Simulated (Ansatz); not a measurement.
`[NH2][Ge]([NH2])([NH2])[F]` + CH₄ → `[CH3][Ge]([NH2])([NH2])[NH2]` + H–F  (formal exchange of groups at a Ge–F bond)

Calculated with Ansatz (gas phase, PBE0-D4/def2-TZVP geometries, no zero-point term in ΔE). CBS: MP2 limit from def2 TZ/QZ plus the TZ coupled-cluster correction, frozen cores. This one scheme is used for every species. For Ge outer-core shells are correlated without core-valence functions, which leaves a few kJ/mol of doubt a bond. Scalar relativity is left out up to krypton. One conformer a species, not always the lowest.

| species | CCSD(T)/CBS(def2) energy (Eh) |
| --- | --- |
| `[NH2][Ge]([NH2])([NH2])[F]` | -2343.73101 |
| CH₄ | -40.46206 |
| `[CH3][Ge]([NH2])([NH2])[NH2]` | -2283.76048 |
| H–F | -100.39570 |

Work out ΔE.

ΔE = (-2283.76048) + (-100.39570) − (-2343.73101) − (-40.46206) = 0.03689 Eh = +23.1 kcal/mol.

Largest T1 diagnostic among the species: 0.011.

The D4 term adds −1.7 kcal/mol with B3LYP and −1.0 kcal/mol with PBE0; it sums over pairs of atoms, weighted by their polarisabilities, and B3LYP, whose exchange is more repulsive, gets the larger term. In def2-TZVPP, CCSD(T) changes the Hartree–Fock value by −7.1 kcal/mol (the triples alone add −0.6 kcal/mol) and MP2 by −7.7 kcal/mol.

B3LYP here is the variant with VWN-RPA as its local correlation; programs differ in this.
